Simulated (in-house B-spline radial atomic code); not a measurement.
Values are calculated unless marked as measured or tabulated.
**Extrapolating the RPA correlation energy in partial waves: S⁶⁺**

All-electron RPA on r2SCAN orbitals from a B-spline radial code for spherical atoms, non-relativistic, point nucleus, configuration [He] 2s2 2p6. With empty states up to angular momentum L the sums are:

```
L  E_c(L) (hartree)
3         -0.545430
4         -0.578416
5         -0.591337
```

For large l each further wave adds A/(l + 1/2)⁴, because the basis must build the cusp where two electrons meet.

Q: Estimate the limit from L = 4 and L = 5.

A: Wave 5 adds -0.012921, against a sum of (l + 1/2)⁻⁴ of 1.09282e-03, so A = -11.824. The sum over l > 5 is ζ(4, 6.5) = 1.5223e-03, close to 1/(3 × 6³) = 1.5432e-03. The tail is -0.017999 and the limit -0.60934 hartree.

Q: How good is the estimate?

A: A run to L = 11 sums to -0.60477 and extrapolates to -0.60639 hartree, 0.08 millihartree from the run before. The estimate differs from that by -2.94 millihartree, while the bare sum at L = 5 misses 15.1 millihartree (2.5 %).
